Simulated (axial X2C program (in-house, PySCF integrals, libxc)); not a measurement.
**Potential curves of GaP⁻, 2c**

Calculated with an axial X2C code built on PySCF integrals. Two-component (2c) means X2C with spin–orbit coupling and atomic mean-field two-electron Coulomb and Gaunt terms. Basis: Ga dyall-acv3z [10s10p8d5f1g], P dyall-av3z [9s8p3d2f] (cores contracted in-house); Gaussian nuclei, density fitting, unrestricted open shells. Masses: Ga 68.926 u, P 30.974 u.

State: Ω = 1/2 (⟨Sz⟩ = 0.50, ⟨Lz⟩ = 0.00 at PBE0). Energies in eV from the lowest point of each curve. Fits are polynomials in 1 − R0/R over 0.85 to 1.23 times the lowest point R0.

| R (Å) | PBE0 | HF |
| --- | --- | --- |
| 1.8566 | 0.8647 | 1.0389 |
| 1.9419 | 0.3562 | 0.4849 |
| 2.0060 | 0.1397 | 0.2327 |
| 2.0700 | 0.0295 | 0.0847 |
| 2.1340 | 0.0000 | 0.0131 |
| 2.2087 | 0.0411 | 0.0000 |
| 2.2834 | 0.1407 |  |
| 2.3794 | 0.3255 | 0.1412 |
| 2.4968 | 0.6022 | 0.3025 |
| 2.6675 | 1.0413 |  |

The state is a single determinant with fixed occupations, the lowest that a limited PBE0 search found. Density functionals use the spin component along the axis (collinear). PBE0 can misorder states that lie within some tenths of an eV, so this need not be the ground state of the molecule. The nearest other 2c determinant of the search, Ω = 3/2, lies 0.18 eV up at the distance of the search. The highest occupied level of some functionals is positive through self-interaction error; at Hartree–Fock it is bound. The determinant is spin-polarised beyond a pure state at some levels (its spin-free form has ⟨S²⟩ too high), which makes Re and μ there less reliable. The stretched end of a curve changes character and is left out.

Problem. Fit the PBE0 curve near its minimum: give the equilibrium distance and the harmonic wavenumber.

Solution. At PBE0, 2c: Re = 2.130 Å, ωe ≈ 437 cm⁻¹; Be follows as 0.174 cm⁻¹.

Problem. What are Re and ωe at the HF level?

Solution. At HF, 2c: Re = 2.186 Å, ωe ≈ 368 cm⁻¹; Be follows as 0.165 cm⁻¹.
